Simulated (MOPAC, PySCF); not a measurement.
[Mo(F)6], neutral singlet in the gas phase. 

Cartesian coordinates (Å):
```xyz
7

Mo    -0.0004    -0.0008    -0.0003
F     -1.5599     0.9005    -0.3741
F      0.5314     0.1866    -1.7514
F     -0.8223    -1.5925    -0.4173
F      1.5592    -0.9021     0.3734
F      0.8216     1.5908     0.4170
F     -0.5322    -0.1881     1.7509
```
Charge 0, multiplicity 1.

All levels are single points at this geometry (TPSS-D3(BJ)/def2-SVP); Pople sets use spherical d functions. Orbital energies aren't observables, and empty levels follow the basis.

| level | HOMO (eV) | LUMO (eV) | gap (eV) | dipole (D) | vertical IE, Delta-SCF (eV) |
|---|---|---|---|---|---|
| PBE-D3(BJ)/def2-TZVP in PySCF | -10.68 | -6.31 | 4.37 | 0.00 | – |
| TPSSh-D3(BJ)/def2-TZVP in PySCF | -11.66 | -6.21 | 5.46 | 0.00 | – |
| B3LYP/6-311+G** (LANL2DZ on Mo) in PySCF | -12.82 | -6.99 | 5.83 | 0.00 | – |
| B3LYP/6-31G* (LANL2DZ on Mo) in PySCF | -12.11 | -6.20 | 5.91 | 0.00 | 14.70 |
| B3LYP/LANL2DZ in PySCF | -12.93 | -7.26 | 5.67 | 0.00 | – |
| BP86/6-31G* (LANL2DZ on Mo) in PySCF | -10.40 | -6.34 | 4.06 | 0.00 | – |
| M06-2X/6-31G* (LANL2DZ on Mo) in PySCF | -14.62 | -5.65 | 8.97 | 0.00 | – |
| PBE/6-31G* (LANL2DZ on Mo) in PySCF | -10.26 | -6.20 | 4.06 | 0.00 | – |
| SVWN5/6-31G* (LANL2DZ on Mo) in PySCF | -10.52 | -6.41 | 4.12 | 0.00 | – |
| HF/6-31G* (LANL2DZ on Mo) in PySCF | -18.35 | -4.00 | 14.35 | 0.00 | – |
| AM1 in MOPAC | -15.38 | -3.30 | 12.09 | 0.00 | – |
| PM6 in MOPAC | -15.05 | -3.22 | 11.83 | 0.00 | – |
| PM7 in MOPAC | -15.51 | -2.84 | 12.67 | 0.00 | – |
